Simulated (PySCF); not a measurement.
CTe₂, SMILES [Te]=C=[Te].

Coordinates come from a B3LYP-D3(BJ)/def2-TZVP optimisation. The def2 effective core potentials stand for the cores of Te; spin–orbit coupling is left out.

Calculation: PySCF with TDA-B3LYP/def2-SVPD.

Vertical excitations; the highest root listed may be one member of a degenerate set. The molecule is in vacuum. State labels are in the subgroup D2h.

Computed excitation energies, oscillator strengths and character:
| state | symmetry | energy (eV) | λ (nm) | f | main pairs |
|---|---|---|---|---|---|
| S1 | Au | 2.38 | 520 | 0.000 | HOMO→LUMO+1 50 %, HOMO−1→LUMO 50 % |
| S2 | B1u | 2.65 | 468 | 0.000 | HOMO−1→LUMO+1, HOMO→LUMO (degenerate set) |
| S3 | Au | 2.65 | 468 | 0.000 | HOMO−1→LUMO, HOMO→LUMO+1 (degenerate set) |
| S4 | B1g | 4.45 | 279 | 0.000 | HOMO−3→LUMO+1 50 %, HOMO−2→LUMO 50 % |
| S5 | B3g | 4.50 | 275 | 0.000 | HOMO→LUMO+2 (degenerate set) |
| S6 | B2g | 4.50 | 275 | 0.000 | HOMO−1→LUMO+2 (degenerate set) |
| S7 | Ag | 4.71 | 263 | 0.000 | HOMO−3→LUMO, HOMO−2→LUMO+1 (degenerate set) |
| S8 | B1g | 4.71 | 263 | 0.000 | HOMO−2→LUMO, HOMO−3→LUMO+1 (degenerate set) |
| S9 | B1u | 5.23 | 237 | 1.391 | HOMO→LUMO 33 %, HOMO−1→LUMO+1 33 %, HOMO−4→LUMO+2 10 %, HOMO−1→LUMO+6 10 % |
| S10 | B3g | 5.57 | 223 | 0.000 | HOMO→LUMO+3 99 % |
| T1 | B1u | 1.94 | 639 | 0 | HOMO→LUMO 50 %, HOMO−1→LUMO+1 50 % |
| T2 | B1u | 2.13 | 583 | 0 | HOMO−1→LUMO+1, HOMO→LUMO (degenerate set) |
| T3 | Au | 2.13 | 583 | 0 | HOMO→LUMO+1, HOMO−1→LUMO (degenerate set) |
| T4 | Au | 2.38 | 520 | 0 | HOMO−1→LUMO 50 %, HOMO→LUMO+1 50 % |
Triplets are in the Tamm–Dancoff approximation.
